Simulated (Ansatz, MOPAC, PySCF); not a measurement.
Dimer: H2O (SMILES O) (first 3 atoms) with CHN (SMILES C#N); geometry from B3LYP-D3(BJ)/def2-TZVP, rigid monomers moved along the line of their centres of mass till O1···H6 is 2.31 Å.
(charge 0, multiplicity 1):
| atom | x (Å) | y (Å) | z (Å) |
|---|---|---|---|
| O | -0.0834 | -0.0777 | -0.1033 |
| H | 0.7091 | -0.2325 | -0.6277 |
| H | -0.8282 | -0.2309 | -0.6938 |
| C | -0.2307 | -0.2785 | 3.2748 |
| N | -0.2796 | -0.3653 | 4.4176 |
| H | -0.1846 | -0.2003 | 2.2015 |

Monomers are frozen at their geometry in the pair; levels with a basis set take the counterpoise correction. Rows marked so take none.

Correlated levels freeze the cores. CBS(a, b) extrapolates the correlation energy as X⁻³ and adds the Hartree–Fock energy of set b. Rows in 3-21G, 6-31G*, STO-3G carry no dispersion term and start afresh at each structure (6-31G* with six Cartesian d functions). MP2/6-31G* freezes PySCF's default core. The state that PM3 reach isn't checked.

Programs: Ansatz (Gaussian orbitals); MOPAC for PM3 (differences of heats of formation); PySCF for 3-21G rows, 6-31G* rows, STO-3G rows, the dispersion terms. Each number belongs to the level named beside it.

Other levels give for the interaction energy: PBE/def2-TZVPPD -18.7; B3LYP/def2-TZVPPD -18.1; B3LYP-D3(BJ)/def2-TZVPPD -20.3; wB97M-V/def2-TZVPPD -20.0; CCSD(T)/CBS(aug-cc-pVDZ, aug-cc-pVTZ) -19.8 kJ/mol.

Common cheap choices:

| level | interaction energy (kJ/mol) | less -19.8 (CCSD(T)/CBS(aug-cc-pVDZ, aug-cc-pVTZ)) |
|---|---|---|
| PM3 | -8.9 | 10.9 |
| HF/STO-3G (no counterpoise) | -17.0 | 2.8 |
| HF/3-21G (no counterpoise) | -41.6 | -21.8 |
| HF/6-31G* | -22.5 | -2.7 |
| HF/6-31G* (no counterpoise) | -24.6 | -4.8 |
| B3LYP/6-31G* (no counterpoise) | -26.3 | -6.5 |
| M06-2X/6-31G* (no counterpoise) | -26.9 | -7.1 |
| MP2/6-31G* (no counterpoise) | -26.9 | -7.1 |

Ansatz is a program for electronic structure.
